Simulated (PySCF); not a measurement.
A structure optimised at B3LYP-D3(BJ)/def2-TZVP, used in a PySCF frequency run:

```xyz
4

Al     0.8468    -1.1039     0.0000
Cl    -0.4680    -2.7339     0.0000
H      2.3885    -1.3446     0.0000
I     -0.1027     1.1730     0.0000
```
Charge 0, spin multiplicity 1.

Write its SMILES, formula and point group.

[Cl][AlH][I], AlClHI, Cs

What are its rotational constants (standard atomic weights)?

14.824, 1.0707, 0.99855 GHz
